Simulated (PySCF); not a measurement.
Predicted microwave data (wB97X-D/def2-SVPD in PySCF (dipole) on a GFN2-xTB geometry, gas phase) for one isomer of C6H9ClSi:

* Rotational constants: A = 1652, B = 1341, C = 811.7 MHz
* Dipole components: |μa| = 1.24 D, |μb| = 1.35 D, |μc| = 0.91 D
* Inertial defect: -60.29 u·Å²
* κ: 0.26

Problem. Which candidate fits, each taken in the one conformer that was computed?
A. `C=C1[SiH2][C@H](Cl)/C1=C\C`
B. `[CH3:1][C:2]#[C:3][C@H:4]1[CH2:5][Si@H:6]([Cl:7])[CH2:8]1` with C3–C4–C5–Si6 110°, C4–C5–Si6–Cl7 121°, C5–Si6–C8–C4 -7°, C3–C4–C8–Si6 -110°
C. `[CH2:1]=[CH:2]/[CH:3]=[C:4](\[CH:5]=[CH2:6])[SiH2:7][Cl:8]` with C1–C2–C3–C4 180°, C3–C4–C5–C6 178°, C3–C4–Si7–Cl8 117°
D. `[CH2:1]=[CH:2][C:3]1=[CH:4][CH2:5][Si@H:6]([Cl:7])[CH2:8]1` with C1–C2–C3–C4 179°
E. `[CH2:1]=[C:2]1[SiH2:3][C@@H:4]([Cl:5])/[C:6]1=[CH:7]/[CH3:8]` with C1–C2–Si3–C4 -161°, C2–Si3–C4–Cl5 -128°, Si3–C4–C6–C7 -161°, C1–C2–C6–C4 160°
F. `[CH3:1][C:2]#[C:3][C@H:4]1[CH2:5][Si@@H:6]([Cl:7])[CH2:8]1` with C3–C4–C5–Si6 134°, C4–C5–Si6–Cl7 -125°, C5–Si6–C8–C4 10°, C3–C4–C8–Si6 -134°

Solution. A. It is C=C1[SiH2][C@H](Cl)/C1=C\C, an asymmetric top, point group C1. The candidates at the same level (rigid rotor, commonest isotopes):

| SMILES | A (MHz) | B (MHz) | C (MHz) | μa (D) | μb (D) | μc (D) | Δ (u·Å²) | point group | rotor |
| --- | --- | --- | --- | --- | --- | --- | --- | --- | --- |
| C=C1[SiH2][C@@H](Cl)/C1=C/C | 1733 | 1251 | 760.7 | 2.10 | 0.99 | 0.57 | -31.18 | C1 | asymmetric top |
| CC#C[C@H]1C[Si@H](Cl)C1 | 5244 | 538.6 | 537.7 | 1.62 | 0.04 | 0.17 | -94.80 | near Cs | – |
| C=CC1=CC[Si@H](Cl)C1 | 2974 | 793.0 | 685.6 | 0.99 | 0.80 | 0.57 | -70.14 | C1 | near-prolate asymmetric top |
| C=C/C=C(\C=C)[SiH2]Cl | 2332 | 736.0 | 618.5 | 1.98 | 0.28 | 0.57 | -86.22 | C1 | asymmetric top |
| C=C1[SiH2][C@H](Cl)/C1=C\C | 1652 | 1341 | 811.7 | 1.24 | 1.35 | 0.91 | -60.29 | C1 | asymmetric top |
| CC#C[C@H]1C[Si@@H](Cl)C1 | 3088 | 605.4 | 560.7 | 1.13 | 0.78 | 0.00 | -97.18 | near Cs | near-prolate asymmetric top |

`C=CC1=CC[Si@H](Cl)C1` has A 80 % too high; `CC#C[C@H]1C[Si@H](Cl)C1` has A 218 % too high; `C=C/C=C(\C=C)[SiH2]Cl` has B 45 % too low; `C=C1[SiH2][C@@H](Cl)/C1=C/C` has B 7 % too low; `CC#C[C@H]1C[Si@@H](Cl)C1` has A 87 % too high. No structure here is proved a minimum.
